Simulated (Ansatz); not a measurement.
Saddle point of GaNH4Cl2, closed shell (GaNH₂Cl₂ ([NH2][Ga]([Cl])[Cl]) + H₂ → GaHCl₂ ([Cl][GaH][Cl]) + NH₃ (still joined by a long Ga–N bond); bonds formed: Ga1–H6, N2–H5; bonds broken: H5–H6; bonds weakened to dative contacts: Ga1–N2), PBE0-D4/def2-TZVP structure:

| atom | x (Å) | y (Å) | z (Å) |
| --- | --- | --- | --- |
| Ga1 | -0.6888 | 0.1878 | -0.4710 |
| N2 | 1.0699 | 0.0296 | 0.3235 |
| Cl3 | -0.9946 | -0.8764 | -2.2963 |
| Cl4 | -1.7553 | 1.9867 | -0.0425 |
| H5 | 0.0361 | -0.7407 | 0.9531 |
| H6 | -0.9210 | -0.9824 | 0.9371 |
| H7 | 1.7962 | -0.4393 | -0.2036 |
| H8 | 1.4575 | 0.8349 | 0.7995 |

Energies are electronic, without zero-point energy. Barriers and step energies count from the start structure reached by relaxing down the imaginary mode; all methods use the PBE0-D4 structures, on which another method's saddle can fall below an end. Ansatz 0.2.0; basis: def2-TZVPP, with def2-QZVPP for the basis limit; cores frozen in the correlated methods. Filled d shells of the heavier atoms are correlated. The def2 sets are not built for correlating such inner shells, so the correlated values are less sure here. B3LYP uses VWN-RPA correlation. Extrapolation: Hartree–Fock as exp(−7.88 √X), correlation as X^−2.97.

```
      method  barrier (kcal/mol)  step energy (kcal/mol)
       SPW92               11.36                  -28.65
      PBE-D4               18.42                  -23.79
     BLYP-D4                   ?                  -21.73
   r2SCAN-D4               19.90                  -24.87
      B97M-V               20.73                  -26.87
     PBE0-D4               20.33                  -25.77
    B3LYP-D4               23.42                  -23.69
  r2SCAN0-D4               21.42                  -26.17
    BHLYP-D4               25.75                  -25.83
CAM-B3LYP-D4               23.69                  -24.95
     wB97X-V               24.15                  -24.89
     wB97M-V               23.99                  -24.95
      B2PLYP               24.44                  -23.23
    PBE-QIDH                   ?                  -25.76
  RPA on PBE                   ?                  -22.98
          HF               33.26                  -25.33
         MP2               24.61                  -22.97
        CCSD               25.78                  -24.61
     CCSD(T)               24.42                  -24.06
```

**Question.** Fill in the withheld barriers. (An estimate is asked for; the value comes from the calculation.)

**Answer.** By the calculation: PBE-QIDH 22.57; BLYP-D4 22.36; RPA on PBE 24.60 kcal/mol. Each is the energy of the saddle less that of the start structure, by the same method.

For comparison, the barrier by CCSD(T) at an estimated basis limit (MP2 extrapolated from triple and quadruple zeta, plus CCSD(T) − MP2 in triple zeta) is 25.25 kcal/mol.

No T1 diagnostic of these runs exceeds 0.012.

Labels in which every atom is bracketed show which atoms are joined, not bond orders.

For scale, one of the runs: CCSD(T)/def2-TZVPP, 219 basis functions, launched by `ansatz run in.yaml --threads 4 --pin off --events-out ev --progress --plain --max-ram 9574MiB`. Time: 34 s of wall clock on 4 CPU threads of an AMD EPYC 9R45; the host was shared. Peak host memory: 3.2 GiB.
